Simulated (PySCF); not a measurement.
CH₄BrClSi.
Numbering: `[Cl:1][CH2:2][SiH2:3][Br:4]` (hydrogens: H5, H6 on C2; H7, H8 on Si3)

Method: EOM-IP-CCSD/aug-cc-pVDZ in PySCF, restricted Hartree–Fock reference, 20 core orbitals frozen, non-relativistic, gas phase, PBE0-D3(BJ)/def2-SVP geometry.

The vertical ionisation energies are 10.51, 10.87, 11.33, 11.39, 12.84, 13.17, 13.53, 14.82 eV.

Problem. Which Hartree–Fock orbital leads each hole, and what is its Koopmans value −ε?

Solution. 
| leading hole (HF orbital) | Koopmans (eV) | EOM-IP-CCSD (eV) | change (eV) | one-hole share |
| --- | --- | --- | --- | --- |
| HOMO | 11.31 | 10.51 | -0.80 | 0.96 |
| HOMO-1 | 11.53 | 10.87 | -0.66 | 0.96 |
| HOMO-2 | 12.11 | 11.33 | -0.78 | 0.95 |
| HOMO-3 | 12.30 | 11.39 | -0.91 | 0.95 |
| HOMO-4 | 13.54 | 12.84 | -0.70 | 0.95 |
| HOMO-5 | 14.07 | 13.17 | -0.90 | 0.94 |
| HOMO-6 | 14.63 | 13.53 | -1.10 | 0.94 |
| HOMO-7 | 15.78 | 14.82 | -0.96 | 0.95 |

Problem. Does the order of the lines follow the orbital energies?

Solution. Yes, no two lines change places. The corrections run from -1.10 to -0.66 eV, with a mean of -0.85 eV over the 8 lines; no line lies above its Koopmans value.

Problem. At what kinetic energies would He I light (21.22 eV) eject these electrons?

Solution. 10.71 eV (HOMO), 10.35 eV (HOMO-1), 9.89 eV (HOMO-2), 9.83 eV (HOMO-3), 8.38 eV (HOMO-4), 8.05 eV (HOMO-5), 7.69 eV (HOMO-6), 6.40 eV (HOMO-7).

Lines less than 0.15 eV apart could change places at a higher level. One root was sought for each valence orbital with −ε under 21 eV, eight at most, so deeper holes and satellites are missing; no vibrational structure.

Conformer computed: `[Cl:1][CH2:2][SiH2:3][Br:4]`: Cl1–C2–Si3–Br4 180°.

One conformer stands for the species.
